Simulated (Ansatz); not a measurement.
```yaml
crystal:
  periodic: [false, false, false]
  atoms:
    - {symbol: Si, position_ang: [-0.214646, 2.500558, -1.323445]}
    - {symbol: C, position_ang: [0.066165, 0.731737, -0.416458]}
    - {symbol: C, position_ang: [0.133279, -0.219387, 0.211278]}
    - {symbol: Si, position_ang: [0.309781, -1.960456, 1.099981]}
    - {symbol: H, position_ang: [-0.904846, 3.697545, -0.254317]}
    - {symbol: H, position_ang: [-0.954846, 3.397545, -0.554317]}
    - {symbol: H, position_ang: [-0.841741, -2.472347, 1.124837]}
    - {symbol: H, position_ang: [1.334143, -2.737230, 0.405507]}
    - {symbol: H, position_ang: [0.786505, -1.585304, 2.270536]}
basis:
  gaussian: {orbitals: def2-TZVPP}
magnetization: {spin_polarized: true, initial_magnetization: 1}
hamiltonian: {xc: {name: HF}}
correlation: {method: rpa}
```

```sh
$ ansatz run in.yaml --threads 4 --pin off --events-out ev --progress --plain --max-ram 10444MiB
```

It prints (some lines left out):

```
Functional definition: HF
1239 factors; integrals over basis functions are off by at most 9.3e-4 eV
mean field evaluation 1: about -17849.0884 eV, gradient 2.7e1 eV
mean field evaluation 2: about -17849.1005 eV, gradient 2.7e1 eV
mean field evaluation 4: about -17854.0861 eV, gradient 3.4e0 eV
mean field evaluation 8: about -17854.2494 eV, gradient 3.2e-1 eV
mean field evaluation 16: about -17852.6232 eV, gradient 6.7e0 eV
mean field evaluation 32: about -17854.2317 eV, gradient 4.9e-1 eV
mean field -17854.25488831 eV, -656.1317650967 hartree, gradient 1.5e-6 eV, S^2 0.814084; 2 other end points of the search recorded, 0 dependent functions left out
12 core orbitals not correlated: weight in the atoms' cores, before any rotation towards them, 1.000 or more for the frozen orbitals, at most 0.000 for the correlated occupied ones
reference -17854.25488831 eV, -656.1317650967 hartree; 11, 10 occupied and 193, 194 virtual orbitals, 1239 factors
Total energy: -17872.12405799 eV, -656.7884449702 hartree
```

Task: What is wrong with this run?

Result: One atom was put on top of another. Self-consistency was reached. The result belongs to that input, not to the molecule as meant.
